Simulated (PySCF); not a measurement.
C₆ coefficients of unlike pairs at UHF

Calculated with PySCF 2.14 from the dipole response of each species, C₆(A,B) = (3/π) ∫ α_A(iu) α_B(iu) du, in atomic units, from isotropic polarisabilities. For ions this is the dispersion term alone; charge-induced terms of lower order in 1/R come first.

| species | configuration | basis | relativity | α (bohr³) | C₆ (like pair) |
| --- | --- | --- | --- | --- | --- |
| Si²⁺ | [Ne] 3s2 (1S) | aug-cc-pV(T+d)Z (6s5p4d2f) | none | 12.53 | 44.67 |
| Ir²⁺ | [Xe] 4f14 5d7 (4F) | aug-cc-pwCVTZ-PP with ECP60MDF (8s8p7d4f3g) | core potential | 9.540 | 60.71 |
| Rb⁺ | [Kr] (1S) | def2-TZVPPD with the def2 core potential (28 electrons) (6s4p3d1f) | core potential | 8.310 | 49.40 |
| In | [Kr] 4d10 5s2 5p1 (2P) | def2-QZVPPD with the def2 core potential (28 electrons) (8s6p5d4f1g) | core potential | 74.45 | 805.5 |

Estimate C₆ for Ir²⁺ with Si²⁺.

The integral gives 47.26. The combination rule 2 C_A C_B / (C_A α_B/α_A + C_B α_A/α_B) gives 47.69 and the geometric mean 52.08.

No spin-orbit coupling is included.

The other pairs:

```
     pair     C₆
 In, Ir²⁺  181.3
  In, Rb⁺  162.6
 In, Si²⁺  183.2
Rb⁺, Ir²⁺  54.59
Rb⁺, Si²⁺  42.74
```
